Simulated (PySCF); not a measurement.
# Electron correlation in Sb²⁺ (antimony, charge +2)

[Kr] 4d10 5s2 5p1, 2P determinant. Calculation: PySCF 2.14, in aug-cc-pVDZ-PP with ECP28MDF; a scalar-relativistic core potential. Frozen: 4s2 4p6 4d10; 3 electrons correlated.

MP2 pair energies summed by pair of shells (mhartree):

| pair | energy | share (%) |
| --- | --- | --- |
| 5s-5s | -16.44 | 58.6 |
| 5s-5p | -11.60 | 41.4 |

Total MP2 correlation energy: -28.04 mhartree.

Same-spin part -1.85 and opposite-spin part -26.19 mhartree; SCS-MP2 scales them by 1/3 and 6/5 to -32.04 mhartree.

| level | correlation energy (mhartree) |
| --- | --- |
| CCSD | -41.16 |
| (T) | -0.34 |
| CCSD(T) | -41.50 |

Diagnostics: T1 = 0.0081, D1 = 0.0197, largest double amplitude 0.097.

Task: Is a single reference adequate?

Result: Mostly. T1 lies below 0.03, but a double amplitude of this size points to a near-degeneracy that CCSD handles and MP2 describes poorly.
